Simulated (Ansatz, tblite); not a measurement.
Cost and result up the ladder for (BeO)4 cube (Be₄O₄) (8 atoms). Charge 0, multiplicity 1. Geometry: B3LYP-D4/def2-SVP.

Cartesian coordinates in Å:
```
Be 1.124 -0.037 0.592
O 0.143 1.222 0.893
Be -0.933 0.007 0.862
O 0.084 -1.259 0.848
Be -0.120 -1.022 -0.746
O 1.117 -0.008 -1.032
Be -0.070 1.052 -0.709
O -1.344 0.045 -0.709
```

Ansatz on 4 threads of Arm Neoverse V1 on a shared host; xTB runs through tblite on one thread. Times are rough, summed over both states, and most runs start from the orbitals of an earlier one. No level here is sound enough to serve as a yardstick. The other state is a triplet.

The xTB rows come from tblite. HOMO above LUMO, or a gap near zero within one spin, warns that the state may not be the lowest or that an electron is smeared out.

xTB has no spin-polarisation term.

```json
{"level": "GFN1-xTB", "functions": "32", "wall time": "0.01 s", "vertical triplet (eV)": "2.46", "remarks": "–"}
{"level": "GFN2-xTB", "functions": "32", "wall time": "0.01 s", "vertical triplet (eV)": "2.94", "remarks": "–"}
{"level": "PBE-D4/def2-TZVP", "functions": "200", "wall time": "6.6 s", "vertical triplet (eV)": "4.11", "remarks": "gap within one spin near zero (triplet)"}
{"level": "r2SCAN-D4/def2-TZVP (with forces)", "functions": "200", "wall time": "26 s", "vertical triplet (eV)": "4.47", "remarks": "–"}
```
